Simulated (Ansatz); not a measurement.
Total energies of CH₅FGaNSi, SMILES `F[SiH]1[CH2][GaH][NH]1`.

```xyz
10

F     0.590   -1.952    1.260
Si    0.453   -1.000   -0.025
C    -1.227   -0.194   -0.142
Ga   -0.241    1.526    0.047
N     1.296    0.483    0.139
H     0.888   -1.851   -1.162
H    -1.758   -0.314   -1.088
H    -1.912   -0.434    0.673
H    -0.372    3.071    0.072
H     2.282    0.665    0.226
```

The species carries charge 0 and has multiplicity 1. Correlated methods include outer-core shells of Ga, which these sets cover unevenly. Scalar relativity is left out up to krypton. The geometry is a stationary point of PBE0-D4/def2-TZVP. Basis def2-TZVPP, Ansatz 0.2.0.

RPA on PBE orbitals: Hartree–Fock energy of these orbitals -2406.97645 Eh, correlation -1.53986 Eh (frozen core).

```tsv
functional	energy without D4 (Eh)	D4 term (kJ/mol)
LDA (SPW92)	-2404.62002	–
PBE	-2409.60148	-24.9
revPBE	-2409.98978	-70.0
BLYP	-2410.27697	-54.4
r2SCAN	-2410.13460	-5.7
PBE0	-2409.68003	-21.0
r2SCANh	-2410.11220	-6.1
r2SCAN0	-2410.08039	-6.8
BHLYP	-2410.14454	-33.8
B2PLYP	-2409.64874	–
```

Give the same for B97M-V, B3LYP, HSE06 (plane-wave form), CAM-B3LYP, LC-ωPBE, ωB97X-V, ωB97M-V, PBE-QIDH. (Best estimate.)

Computed: 
| functional | energy without D4 (Eh) | D4 term (kJ/mol) |
| --- | --- | --- |
| B97M-V | -2409.77968 | – |
| B3LYP | -2410.33481 | -40.7 |
| HSE06 (plane-wave form) | -2409.66377 | -19.7 |
| CAM-B3LYP | -2410.32004 | -21.5 |
| LC-ωPBE | -2409.80970 | – |
| ωB97X-V | -2409.97951 | – |
| ωB97M-V | -2410.07654 | – |
| PBE-QIDH | -2409.23925 | – |

B3LYP takes the VWN-RPA correlation (the form of Gaussian; ORCA's B3LYP/G). HSE06 is the plane-wave form, built on full-range PBE exchange. The double hybrids freeze the cores in their second-order part.

LC-ωPBE has ω = 0.4 bohr⁻¹.
